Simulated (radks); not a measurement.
Results of a calculation; reference values are marked as such.
Spherical quantum dot in the effective-mass picture: electrons in a parabolic well V = omega^2 r^2 / 2 with omega = 1.06, with a point charge +1 (a donor) at the centre, all in effective atomic units (hartree* = m*/eps^2 hartree, bohr* = eps/m* bohr), one dielectric constant everywhere. Level of theory: non-relativistic Kohn-Sham, PBEsol, spin-polarised, spherical densities (a radial shooting solver with Libxc functionals). Levels are named by radial order and angular momentum (1s, 1p, 1d, 2s, ...), and open shells are averaged over m. Results are scaled to m* = 0.109 and eps = 13.1, for which hartree* = 17.28 meV and bohr* = 6.36 nm.

N = 6, configuration 1s2 1p(up 3, down 1). This is the lowest configuration that the search found. Occupied and some empty levels:

level    occupation  eigenvalue (meV)  <r> (nm)
1s up             1            67.672     6.917
1s down           1            68.922     6.815
1p up             3            85.446     10.11
1p down           1            87.087     10.13
2s up             0            97.736     10.60
2s down           0            98.813     10.69
1d up             0            100.96     12.01
1d down           0            102.52     12.08
1f up             0            116.81     13.54
1f down           0            118.18     13.63

Energy (meV): total 298.288, kinetic 106.59, external 42.980, Hartree 196.17, exchange-correlation -47.453.
